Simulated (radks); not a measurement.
Ni21+, 7 electrons, occupied as [He] 2p3 3s2 (not the ground configuration). Calculated with a radial shooting solver on a logarithmic mesh with Libxc functionals: non-relativistic Kohn-Sham, exchange-only r2SCAN, spin-polarised, spherical densities, point nucleus; open shells are filled with parallel spins first; meta-GGA in the generalised Kohn-Sham scheme.

Radial electron density D(r) = 4 pi r^2 rho(r):

r (bohr)  D(r) (e/bohr)  spin D(r)
0.003079          1.400   -0.00287
0.003852          2.098   -0.00418
0.004781          3.068   -0.00584
0.005934          4.431   -0.00781
0.007423          6.382   -0.00971
0.009213          8.896    -0.0101
0.01143           12.11   -0.00596
0.01431           16.15     0.0106
0.01775           20.55     0.0533
0.02204           25.00      0.151
0.02757           28.89      0.369
0.03421           31.06      0.784
0.04246           30.93       1.54
0.05312           28.22       2.89
0.06593           24.03       4.91
0.08183           20.03       7.67
0.1024            17.78       11.0
0.1271            17.51       13.7
0.1577            17.26       14.8
0.1973            14.58       13.1
0.2448            9.601       9.29
0.3039            5.176       5.00
0.3802            4.041       1.88
0.4718            5.009      0.497
0.5856            4.624     0.0521
0.7326            2.394    -0.0326
0.9093           0.6671    -0.0181
1.128           0.08946   -0.00355
1.412          0.004447  -0.000239

D(r) has 3 maxima, at r = 0.0377, 0.138, 0.507 bohr, and minima at 0.118, 0.362 bohr, inside which lie 2.53, 5.11 electrons.
